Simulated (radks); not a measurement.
These are the eigenvalues of the occupied orbitals of an atom or ion with whole-number occupations (eV). Method: Dirac Kohn-Sham, LDA (Slater exchange, Perdew-Wang correlation), spin-unpolarised, spherical densities, finite nucleus; Fermi nuclear charge, rms radius of each element as measured or else 0.836 A^(1/3) + 0.57 fm; computed with a radial shooting solver on a logarithmic mesh with Libxc functionals.

| orbital | eigenvalue |
|---|---|
| 1s1/2 | -11711.73 |
| 2s1/2 | -1500.251 |
| 2p1/2 | -1343.570 |
| 2p3/2 | -1307.079 |
| 3s1/2 | -205.9536 |
| 3p1/2 | -153.2833 |
| 3p3/2 | -148.2442 |
| 3d3/2 | -57.7353 |
| 3d5/2 | -57.0011 |
| 4s1/2 | -28.4324 |
| 4p1/2 | -17.9326 |
| 5s1/2 | -7.0063 |

Which element is it, and in what charge state? The configuration may be excited. Open shells, if any, fill j = l - 1/2 first.

Answer. Z = 33, arsenic, charge +1: As+ in [Ar] 3d10 4s1 4p2 5s1. The list shows which subshells hold electrons but not how many an open one holds; the 1s level, -430.4 hartree, gives Z - s = 29.3 by -(Z - s)^2/2, which with screening and relativity narrows Z to a few neighbours, and the depths of the outer levels then fix element, charge and occupations together.
